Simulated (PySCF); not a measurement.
C5H3NS (charge +1 and doublet state).
Structure used (GFN2-xTB), in Å, numbered top down from 1:
```xyz
10
C5H3NS angstrom
N      3.1284    0.2054   -0.1910
C      1.9908    0.0662   -0.1217
C      0.6022   -0.0903   -0.0526
C     -0.0467   -1.3399   -0.1837
S     -1.7034   -1.2199   -0.0519
C     -1.5942    0.5487    0.1809
C     -0.3184    0.9826    0.1537
H      0.4537   -2.2791   -0.3494
H     -2.4920    1.1228    0.3211
H     -0.0115    2.0083    0.2721
```

Identity: `N#CC1=CS[CH][CH+]1` [radical] (charge +1).

Method: UKS B3LYP, pcH-1 on C H N S, non-relativistic, mean-field spin-orbit, GIAO in PySCF. Geometry: GFN2-xTB; no solvent, vibrations or thermal averaging. Couplings are sensitive to structure, and on GFN2-xTB geometries they can be far from those on DFT ones, by a factor of two or more for some ions and for spin on atoms past the first row. No stability test was run, so a lower SCF solution isn't excluded.

Problem. What is the g tensor, term by term?

Solution. 
```json
{"Δg (ppm)": "relativistic mass correction", "1": "-166", "2": "-166", "3": "-166"}
{"Δg (ppm)": "gauge correction", "1": "1", "2": "44", "3": "34"}
{"Δg (ppm)": "orbital Zeeman/spin–orbit", "1": "-119", "2": "186", "3": "4604"}
{"Δg (ppm)": "total", "1": "-285", "2": "64", "3": "4472"}
```

So g = 2.00203, 2.00238, 2.00679 and g_iso = 2.00374; the tensor is close to axial: the two nearest values differ by 7 % of g3 − g1. Axes: g1 is normal to the molecular plane, g2 points within 3° of the C4–S5 bond and g3 points within 4° of the S5–C6 bond.

Problem. At 94.107 GHz, how far is the centre of the isotropic spectrum from where a free electron (g = 2.002319) resonates?

Solution. B = hν/(g μB) with μB/h = 13.99624 MHz/mT gives 3357.97 mT for the free electron and 3355.60 mT at g_iso, 2.37 mT lower.

Problem. What are the electron Larmor frequencies g μB B/h along the three axes at 340 mT?

Solution. 9.5271, 9.5288, 9.5498 GHz for g1, g2 and g3, a range of 22.6 MHz.

Problem. Average each term over the three axes. Which is largest in size?

Solution. The orbital-Zeeman/spin–orbit term 1557, the mass correction -166 and the gauge correction 26 ppm, for a total of 1417 ppm. The orbital-Zeeman/spin–orbit term is the largest in size. The mass correction is the same along every axis, so the anisotropy comes from the other two: their spans along these axes are 43 (gauge) and 4723 ppm (orbital Zeeman/spin–orbit).

Problem. In a frozen sample, at which fields do the three g values resonate at 9.5, 34, 94 and 263 GHz (hyperfine left aside), and which band first spreads them over more than twice a line width of 0.3 mT?

Solution. 
```csv
band,GHz,B(g3) mT,B(g2) mT,B(g1) mT,spread mT
X,9.5,338.23,338.97,339.03,0.80
Q,34.0,1210.50,1213.17,1213.38,2.88
W,94.0,3346.68,3354.05,3354.63,7.95
J,263.0,9363.58,9384.20,9385.83,22.25
```

The spread grows in proportion to the frequency. X band is the first where it exceeds 0.6 mT.

The largest Mulliken spin populations are on C6 (+0.35), C3 (+0.31), C4 (+0.28) and N1 (+0.25). Four atoms exceed +0.15. The positive populations add up to 1.26 and the negative ones to -0.26, together 2S = 1.

The HOMO–LUMO gaps are 5.52 eV among the α and 2.16 eV among the β orbitals.

Time: 50 s wall (with the writing of density and orbital grids); peak memory 0.74 GiB. Hardware: Arm Neoverse V2, one thread, shared host.
